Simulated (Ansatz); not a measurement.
Reaction (ligand exchange at a Ge–S bond): `[OH][GeH2][S]S` + `NCF` → `[OH][GeH2][NH]CF` + `SS`

Gas-phase electronic energies from Ansatz, PBE0-D4/def2-TZVP geometries. CCSD(T)/CBS is the MP2 limit (def2-TZVPP, def2-QZVPP) plus CCSD(T) − MP2 in def2-TZVPP, frozen cores. This one scheme is used for every species. Functionals use def2-TZVPP. B3LYP here is the variant with VWN-RPA as its local correlation; programs differ in this. HSE06 is defined as in plane-wave codes. For Ge outer-core shells are correlated without core-valence functions, which leaves a few kJ/mol of doubt a bond. Scalar relativity is left out up to krypton. One conformer a species, not always the lowest.

CCSD(T)/CBS gives +35.5 kJ/mol.

Another level gave +44.3 kJ/mol. Which?
A. RPA@PBE/def2-TZVPP
B. HSE06-D4/def2-TZVPP
C. CCSD(T)/def2-TZVPP
D. B3LYP/def2-TZVPP

B. HSE06-D4 44.3, CCSD(T)/def2-TZVPP 32.0, B3LYP 37.5, RPA@PBE/def2-TZVPP 27.7 kJ/mol.

Largest T1 diagnostic among the species: 0.012.

At CCSD(T), def2-SVP lies −8.0 kJ/mol from the extrapolated value and def2-TZVPP −3.5 kJ/mol. Leaving LDA and LC-ωPBE aside and taking each functional with its dispersion term where it has one, the values, not all of them listed here, spread over 12.3 kJ/mol, from CAM-B3LYP-D4 to PBE-D4. LDA lies −3.7 kJ/mol from PBE without D4.
